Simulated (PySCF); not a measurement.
Partial charges of [CuF4]-

Compound: [CuF4]- (charge -1 and singlet state).
Structure used (PBE0-D3(BJ)/def2-SVP), in Å, numbered top down from 1:
```xyz
5
CuF4 angstrom
Cu     0.0003    0.0003    0.0000
F      1.7627   -0.0036    0.0017
F     -0.0010    1.7627    0.0028
F     -1.7621    0.0027   -0.0017
F      0.0002   -1.7621   -0.0029
```

Density: PBE0/pcSseg-1 (pcSseg-2 on Cu) (PySCF); schemes: Mulliken, IAO, Hirshfeld and ESP-fitted. Isolated species at its PBE0-D3(BJ)/def2-SVP geometry, gas phase. The pcSseg-1 basis has no diffuse functions, a weakness for an anion.

Problem. At which atom do the 4 schemes differ most?

Solution. At Cu1: from +0.584 (Hirshfeld) to +1.579 e (IAO), 0.995 e apart.

Problem. Which atoms carry the highest charge in the Mulliken, IAO, Hirshfeld and ESP-fitted schemes?

Solution. All schemes agree: Mulliken Cu1 (+1.073); IAO Cu1 (+1.579); Hirshfeld Cu1 (+0.584); ESP-fitted Cu1 (+0.968).

Problem. For which atoms does the sign change between the 4 schemes (beyond +0.03 e in one, beyond −0.03 e in another)?

Solution. For none.

Problem. Give the atomic charges in each scheme.

Solution. In e:

| atom | environment | Mulliken | IAO | Hirshfeld | ESP-fitted |
| --- | --- | --- | --- | --- | --- |
| Cu1 | copper bonded to 4 F | +1.073 | +1.579 | +0.584 | +0.968 |
| F2 | fluorine bonded to Cu | -0.518 | -0.645 | -0.396 | -0.493 |
| F3 | fluorine bonded to Cu | -0.518 | -0.645 | -0.396 | -0.492 |
| F4 | fluorine bonded to Cu | -0.518 | -0.645 | -0.396 | -0.491 |
| F5 | fluorine bonded to Cu | -0.518 | -0.645 | -0.396 | -0.492 |

Mean size of the charges over all atoms: IAO 0.832 e, Mulliken 0.629 e, ESP-fitted 0.587 e, Hirshfeld 0.434 e. Each set sums to the total charge, -1, to within 0.001 e. The Mulliken scheme counts on each atom the diagonal of the density matrix times the overlap matrix over that atom's basis functions. The IAO scheme projects the occupied orbitals on a minimal set of polarised atomic orbitals and counts the electrons in each atom's part of it.

Problem. How many electrons does the ESP-fitted scheme count on F3?

Solution. Z − q = 9 − (-0.492) = 9.492.

Problem. Sum the charges by element, for elements with more than one atom.

Solution. 
```json
{"element": "F", "atoms": "4", "Mulliken": "-2.073", "IAO": "-2.580", "Hirshfeld": "-1.585", "ESP-fitted": "-1.968"}
```
